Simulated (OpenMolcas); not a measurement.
A run on Rh4+ among 8 point charges of -1.2 e arranged as a cube (Oh), 1.89 Å from the ion.
```
   1.0912    1.0912    1.0912  -1.20
   1.0912    1.0912   -1.0912  -1.20
   1.0912   -1.0912    1.0912  -1.20
   1.0912   -1.0912   -1.0912  -1.20
  -1.0912    1.0912    1.0912  -1.20
  -1.0912    1.0912   -1.0912  -1.20
  -1.0912   -1.0912    1.0912  -1.20
  -1.0912   -1.0912   -1.0912  -1.20
```

| Property | Result |
| --- | --- |
| Program | OpenMolcas |
| Method | CASSCF |
| Basis | ANO-RCC-VDZP [6s5p3d1f] |
| Scalar Hamiltonian | DKH2, point nucleus |
| Active space | 5 electrons in 5 orbitals (4d) |
| State averaging | 2S+1 = 6 even, 1 root; 2S+1 = 4 even, 24 roots; 2S+1 = 2 even, 75 roots |
| Spin-orbit coupling | state interaction with AMFI integrals over the reference wave functions |

43 basis functions. Blocks (2S+1, parity, CSFs, roots kept): 6, even, 1, 1; 4, even, 24, 24; 2, even, 75, 75.

Task: How long do the RASSCF and RASSI steps take on 1 thread of Arm Neoverse N1, with other jobs on the host?

Result: About 38 s of wall time, without the integral step.
